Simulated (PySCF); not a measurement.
## Peak assignment

Mapped SMILES: `[CH2:1]=[C:2]([Cl:3])[O:4]/[CH:5]=[CH:6]/[O:7][SiH3:8]`; H(Xn) means a hydrogen on atom n. Ha(C1) is cis to Cl3; Hb(C1) is trans to Cl3.

Method: GIAO PBE0/pcSseg-1 shieldings, coordinates at the GFN2-xTB level, in PySCF 2.14.0 with density-fitted response routines (non-relativistic Hamiltonian, one conformer, equivalent nuclei averaged, isolated molecule).

Referencing at the same level of theory: TMS for ¹³C (186.93 ppm), ¹H (31.72 ppm).

(1) Assign these signals to the numbered atoms. ¹³C{¹H} NMR (computed): δ 156.5 (C), 140.6 (CH), 133.9 (CH), 93.7 (CH2).

(2) Assign these signals to the numbered atoms. ¹H NMR (400 MHz, computed): δ 6.96 (m, 1H), 6.95 (m, 1H), 4.94 (s, 3H), 4.72 (br s, 1H), 4.55 (br s, 1H).

Answers

(1) 
156.5 → C2, alkene carbon bearing oxygen: an sp2 carbon further deshielded by the attached heteroatom
140.6 → C6, alkene carbon bearing oxygen
133.9 → C5, alkene carbon bearing oxygen
93.7 → C1, β carbon of an enol-ether or enamine type C=C: the O or N lone pair pushes π density onto this β carbon and shields it

(2) 
6.96 → H(C5), hydrogen on an alkene carbon bearing oxygen: a vinylic proton, deshielded by the sp2 carbon and the C=C anisotropy
6.95 → H(C6), hydrogen on an alkene carbon bearing oxygen
4.94 → H(Si8), hydrogen on a silicon bonded to O
4.72 → Hb(C1), hydrogen on a β carbon of an enol-ether or enamine type C=C: lone-pair donation from O or N shields it, upfield of ordinary alkene protons
4.55 → Ha(C1), hydrogen on a β carbon of an enol-ether or enamine type C=C

H(C5) and H(C6) lie closer than the usual error of such a calculation, so a measured spectrum could show them in the other order.

Carbons that carry Cl, above all several Cl atoms, come out too deshielded, partly because spin–orbit coupling is missing. Shifts are as computed. Against solution values, carbons near 30 ppm lie about +3 ppm off and those near 130 ppm about +5 ppm; carbons on Cl a further +6 ppm. Of 1211 compounds with measured shifts, 218 miss one by over three times the rms of a fit or turn the order of signals round; such compounds aren't used in these exercises. No couplings were computed; multiplicities are counted from neighbouring protons, with m where these are inequivalent, close in shift, in a saturated or five-membered ring or joined by F or P, and br s for small geminal =CH2 splittings.
